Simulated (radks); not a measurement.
Pt11+, configuration [Xe] 4f(5/2: 6, 7/2: 7) (not the ground configuration). All-electron calculation, Dirac Kohn-Sham, relativistic LDA (MacDonald-Vosko exchange, VWN5 correlation), spin-unpolarised, spherical densities, finite nucleus; Fermi nuclear charge, rms radius 5.427 fm. Program: a radial shooting solver on a logarithmic mesh with Libxc functionals.

Radial electron density D(r) = 4 pi r^2 rho(r):

```
   r/bohr * D(r) (the largest magnitude, 144, reaches the edge; | marks zero)
 0.002165 |          *
 0.002842 |               *
 0.003731 |                     *
 0.004858 |                           *
 0.006377 |                                  *
  0.00837 |                                       *
  0.01099 |                                          *
  0.01431 |                                         *
  0.01878 |                                      *
  0.02465 |                                     *
  0.03235 |                                          *
  0.04246 |                                                   *
  0.05529 |                                                      *
  0.07258 |                                                *
  0.09526 |                                          *
    0.125 |                                                *
   0.1628 |                                                 *
   0.2137 |                                  *
   0.2805 |                           *
   0.3682 |                               *
   0.4833 |                          *
   0.6293 |             *
    0.826 |       *
    1.084 |   *
    1.423 |*
    1.853 *
    2.432 *
    3.193 *
```

D(r) has 4 maxima, at r = 0.0117, 0.0527, 0.147, 0.380 bohr, and minima at 0.0228, 0.0945, 0.272 bohr, inside which lie 2.02, 11.04, 29.98 electrons.
